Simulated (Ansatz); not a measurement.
Cost and result for the atomization energy of C$_{2}$H$_{6}$AsN, SMILES `CN1C[AsH]1` (10 atoms, 10 bonds).

```
atom    x (Å)    y (Å)    z (Å)
  C1   0.3221   1.2008  -0.0224
  N2   0.7811  -0.1666  -0.0994
  C3  -0.1357  -1.1072  -0.6341
 As4   0.2761  -1.3896   1.2730
  H5   0.9163   1.7499   0.7096
  H6   0.4568   1.6764  -1.0000
  H7  -0.7403   1.2826   0.2577
  H8  -1.1506  -0.7738  -0.8526
  H9   0.2704  -1.8391  -1.3260
 H10  -0.9962  -0.6333   1.6940
```

The species carries charge 0 and has multiplicity 1. Correlated methods include outer-core shells of As, which these sets cover unevenly. Scalar relativity is left out up to krypton. Geometry: relaxed with PBE0-D4/def2-TZVP. Program: Ansatz. All runs use 4 threads of an Arm Neoverse V2 on a shared host. Times are those of one run each, without the atoms' runs, and a repeat can differ threefold. Electronic energies, without spin–orbit coupling; frozen cores. CCSD(T)/CBS adds CCSD(T) − MP2 in def2-TZVPP to the MP2 limit, and its time is that of the two runs behind it. T1 = 0.012. With those shells the extrapolation isn't a true limit. B3LYP takes the VWN-RPA correlation (the form of Gaussian; ORCA's B3LYP/G).

CCSD(T)/CBS is a level of theory with its own doubt, some kJ/mol a heavy atom from the limit and from the frozen cores, so smaller differences don't rank the functionals.

```csv
level,functions,wall time
PBE-D4/def2-TZVPP (with forces),225,1.8 s
PBE0-D4/def2-TZVPP,225,2 s
B3LYP-D4/def2-TZVPP (with forces),225,3 s
r2SCAN-D4/def2-TZVPP (with forces),225,3.5 s
B2PLYP/def2-TZVPP,225,3.8 s
ωB97X-V/def2-TZVPP,225,5.5 s
ωB97M-V/def2-TZVPP (with forces),225,8 s
MP2/def2-QZVPP,440,15 s
CCSD(T)/def2-TZVPP,225,87 s
CCSD(T)/CBS(def2),–,100 s
```

(1) What atomization energy does each give, and how far from CCSD(T)/CBS? (Estimate.)

## Answers

(1) The calculation gave: 
| level | atomization (kJ/mol) | difference from CCSD(T)/CBS | per bond |
| --- | --- | --- | --- |
| PBE-D4/def2-TZVPP (with forces) | 3576.7 | 109.5 | 10.9 |
| PBE0-D4/def2-TZVPP | 3489.0 | 21.8 | 2.2 |
| B3LYP-D4/def2-TZVPP (with forces) | 3490.2 | 23.0 | 2.3 |
| r2SCAN-D4/def2-TZVPP (with forces) | 3472.7 | 5.5 | 0.5 |
| B2PLYP/def2-TZVPP | 3437.7 | -29.5 | -3.0 |
| ωB97X-V/def2-TZVPP | 3493.1 | 25.9 | 2.6 |
| ωB97M-V/def2-TZVPP (with forces) | 3477.1 | 9.9 | 1.0 |
| MP2/def2-QZVPP | 3463.1 | -4.1 | -0.4 |
| CCSD(T)/def2-TZVPP | 3368.0 | -99.2 | -9.9 |
| CCSD(T)/CBS(def2) | 3467.2 | 0.0 | 0.0 |

The D4 term adds +33.0 kJ/mol with B3LYP and +16.9 kJ/mol with PBE0; it sums over pairs of atoms, weighted by their polarisabilities, and B3LYP, whose exchange is more repulsive, gets the larger term. From PBE to PBE0 (25 % exact exchange), in def2-TZVPP and without D4, the atomization energy moves by −84.3 kJ/mol: exact exchange takes away binding that semilocal exchange gives to molecules. In def2-TZVPP, CCSD(T) changes the Hartree–Fock value by +1037.2 kJ/mol (the triples alone add +66.8 kJ/mol) and MP2 by +1073.9 kJ/mol; breaking electron pairs costs correlation energy, which Hartree–Fock lacks.
